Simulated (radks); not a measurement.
Problem. All-electron atom: Nd III in [Xe] 4f4 (the NIST ground configuration). Method: Dirac Kohn-Sham, relativistic LDA (MacDonald-Vosko exchange, VWN5 correlation), spin-unpolarised, spherical densities, finite nucleus; open shells fill j = l - 1/2 first; Fermi nuclear charge, rms radius 4.9123 fm; computed with a radial shooting solver on a logarithmic mesh with Libxc functionals. Some entries of the table are withheld. Estimate them.

orbital  occ.  eigenvalue (hartree)  <r> (bohr)
1s1/2       2             -1583.857     0.02372
2s1/2       2             -256.8158      0.1008
2p1/2       2                   (1)     0.08444
2p3/2       4                   (2)     0.09082
3s1/2       2             -56.08859      0.2669
3p1/2       2             -50.25870      0.2563
3p3/2       4             -46.48236      0.2687
3d3/2       4                   (3)         (4)
3d5/2       6                   (5)         (6)
4s1/2       2             -11.50936      0.6089
4p1/2       2              -9.30248         (7)
4p3/2       4              -8.47829         (8)
4d3/2       4              -4.83121      0.7024
4d5/2       6              -4.68510      0.7126
5s1/2       2              -1.96103       1.473
5p1/2       2                   (9)       1.657
5p3/2       4                  (10)       1.745
4f5/2       4              -0.55367        (11)
4f7/2       0              -0.53857        (12)

Solution. 
(1) 2p1/2 eigenvalue (hartree): -243.3014
(2) 2p3/2 eigenvalue (hartree): -224.3928
(3) 3d3/2 eigenvalue (hartree): -36.23870
(4) 3d3/2 <r> (bohr): 0.2397
(5) 3d5/2 eigenvalue (hartree): -35.41794
(6) 3d5/2 <r> (bohr): 0.2436
(7) 4p1/2 <r> (bohr): 0.6249
(8) 4p3/2 <r> (bohr): 0.6534
(9) 5p1/2 eigenvalue (hartree): -1.36719
(10) 5p3/2 eigenvalue (hartree): -1.25397
(11) 4f5/2 <r> (bohr): 1.074
(12) 4f7/2 <r> (bohr): 1.090
